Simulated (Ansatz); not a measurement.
Start from `B[CH](F)[GeH3]` and change one atom or group to get `BC(F)[SiH3]`.

Ansatz, PBE0-D4/def2-TZVP geometries, multiplicity 1. 

Scalar relativity is left out up to krypton.

```csv
property,`B[CH](F)[GeH3]`
HOMO energy (B3LYP/def2-TZVPP) / eV,-7.94
HOMO–LUMO gap (B3LYP/def2-TZVPP) / eV,6.53
size of the dipole moment (ωB97M-V/def2-TZVPP) / D,1.66
size of the dipole moment (PBE/def2-TZVPP) / D,1.60
size of the dipole moment (B3LYP/def2-TZVPP) / D,1.64
LUMO energy (PBE/def2-TZVPP) / eV,-2.13
```

Question: What does the change do to each property? (An estimate is asked.)

Answer: Computed: 
```csv
property,`BC(F)[SiH3]`,shift
HOMO energy (B3LYP/def2-TZVPP) / eV,-8.20,-0.26
HOMO–LUMO gap (B3LYP/def2-TZVPP) / eV,6.44,-0.09
size of the dipole moment (ωB97M-V/def2-TZVPP) / D,1.56,-0.10
size of the dipole moment (PBE/def2-TZVPP) / D,1.46,-0.14
size of the dipole moment (B3LYP/def2-TZVPP) / D,1.57,-0.07
LUMO energy (PBE/def2-TZVPP) / eV,-2.51,-0.38
```

With PBE0 the HOMO falls by 0.27 eV and the LUMO falls by 0.36 eV, so the gap narrows by about 0.09 eV. PBE moves the HOMO by -0.16 eV and ωB97M-V by -0.33 eV. Dipoles are sizes alone; their direction can turn.

B3LYP here is the variant with VWN-RPA as its local correlation; programs differ in this.
